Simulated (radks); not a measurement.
The rubidium ion Rb3+, configuration [Ar] 3d10 4s2 4p2 5s2 (not the ground configuration).

All-electron calculation, Dirac Kohn-Sham, LDA (Slater exchange, Perdew-Zunger correlation), spin-unpolarised, spherical densities, finite nucleus; open shells fill j = l - 1/2 first; Fermi nuclear charge, rms radius 4.2036 fm. Program: a radial shooting solver on a logarithmic mesh with Libxc functionals.

Energy parts (eV):
| part | energy |
|---|---|
| total | -80905.215 |
| kinetic | 83191.385 |
| electron-nucleus | -193855.927 |
| Hartree | 32359.076 |
| exchange-correlation | -2599.748 |

Orbitals (lengths in bohr, moments of r in powers of bohr):
orbital,occ.,eigenvalue (eV),<r>
1s1/2,2,-15055.79,0.04034
2s1/2,2,-2055.077,0.1778
2p1/2,2,-1870.434,0.1523
2p3/2,4,-1809.738,0.1564
3s1/2,2,-346.5615,0.5108
3p1/2,2,-280.3150,0.5112
3p3/2,4,-271.1432,0.5217
3d3/2,4,-154.6559,0.5200
3d5/2,6,-153.0895,0.5237
4s1/2,2,-74.5824,1.346
4p1/2,2,-57.2031,1.482
4p3/2,0,-55.9554,1.507
5s1/2,2,-25.7492,3.011

The highest occupied level is 5s1/2 at -25.749 eV. The configuration is held as typed, so some empty levels lie below it. Summed over all electrons, <r^2> = 35.39 bohr^2, which gives a Langevin (diamagnetic) susceptibility term of -28 x 10^-6 cm^3/mol. The electron density at the nucleus is 5.474e+04 e/bohr^3. The density falls to 0.001 e/bohr^3 at r = 4.43 bohr.
